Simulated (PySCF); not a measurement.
SMILES CC([SiH2][SiH2]F)(C)C (GFN2-xTB optimised geometry):

```
20

C      0.291    -1.618    -0.879
C      0.857    -0.707     0.210
C      2.380    -0.692     0.101
C      0.465    -1.265     1.578
Si     0.174     1.076     0.000
Si    -2.130     1.076     0.000
F     -2.584     2.626     0.000
H      0.694    -2.626    -0.783
H      0.552    -1.246    -1.869
H     -0.794    -1.681    -0.812
H      2.817    -0.055     0.867
H      2.786    -1.697     0.225
H      2.695    -0.319    -0.871
H      0.866    -0.646     2.378
H      0.858    -2.274     1.706
H     -0.617    -1.310     1.689
H      0.736     1.611    -1.254
H      0.759     1.899     1.074
H     -2.804     0.554    -1.187
H     -2.817     0.552     1.179
```

Computed with PBE0/def2-SVP (PySCF 2.14.0).

Q: What are the frontier orbital energies and the dipole moment?

A: HOMO-2 -9.27 eV, HOMO-1 -8.66 eV, HOMO -7.88 eV, LUMO -0.68 eV, LUMO+1 0.37 eV; dipole moment 2.49 D.

Meta-Löwdin charges at PBE0/def2-SVP: C1 -0.30, C2 -0.12, C3 -0.30, C4 -0.30, Si5 0.33, Si6 0.68, F7 -0.49, H8 0.10, H9 0.10, H10 0.09, H11 0.10, H12 0.09, H13 0.10, H14 0.10, H15 0.10, H16 0.09, H17 -0.08, H18 -0.08, H19 -0.10, H20 -0.10.
